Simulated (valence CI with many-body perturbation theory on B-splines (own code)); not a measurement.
# Ba⁴²⁺: fill in the table

Method: relativistic CI+MBPT: four valence electrons over a frozen Dirac-Fock core [Ne], radial functions for each j: 11 s, 11 p, 9 d, 7 f, 5 g, 2 h, 1 i, with the one-electron correlation potential Σ1, the two-electron term Σ2, the three-electron term Σ3, Breit, model QED; selected CI, second order for the rest (own B-spline code, finite nucleus).

The last digits are not significant, and no measured levels were compared; by estimate large intervals hold to a few tenths of a per cent, small ones and those within an open d or f shell to about a per cent.

```
                     Level  E (eV)
        (3s^2 3p1/2^2) J=0    0.00
    (3s^2 3p1/2 3p3/2) J=1       ?
    (3s^2 3p1/2 3p3/2) J=2   95.24
        (3s^2 3p3/2^2) J=2       ?
    (3s 3p1/2^2 3p3/2) J=2  196.57
        (3s^2 3p3/2^2) J=0  203.20
    (3s 3p1/2^2 3p3/2) J=1  217.27
    (3s^2 3p1/2 3d3/2) J=2       ?
    (3s^2 3p1/2 3d5/2) J=2  268.09
    (3s^2 3p1/2 3d3/2) J=1  270.94
    (3s^2 3p1/2 3d5/2) J=3       ?
(3s 3p1/2 3p3/2^2) J=2 [a]  292.09
    (3s 3p1/2 3p3/2^2) J=3  297.60
    (3s 3p1/2 3p3/2^2) J=0  303.93
(3s 3p1/2 3p3/2^2) J=1 [a]  312.47
(3s 3p1/2 3p3/2^2) J=2 [b]  315.69
(3s 3p1/2 3p3/2^2) J=1 [b]       ?
    (3s 3p1/2^2 3d3/2) J=1  353.02
    (3s 3p1/2^2 3d3/2) J=2  357.27
    (3s^2 3p3/2 3d3/2) J=2       ?
```

Levels are named by their leading jj configuration (3d3/2^4 stands for four electrons in 3d with j = 3/2), which in mixed levels can hold well under half, so a name can repeat and another be missing. Letters in brackets count levels of one name in rising energy.

Task: The levels stand in rising order. What does the calculation give for the missing energies?

Result: (3s^2 3p1/2 3p3/2) J=1 88.53; (3s^2 3p3/2^2) J=2 188.62; (3s^2 3p1/2 3d3/2) J=2 242.69; (3s^2 3p1/2 3d5/2) J=3 273.57; (3s 3p1/2 3p3/2^2) J=1 [b] 322.82; (3s^2 3p3/2 3d3/2) J=2 358.41.
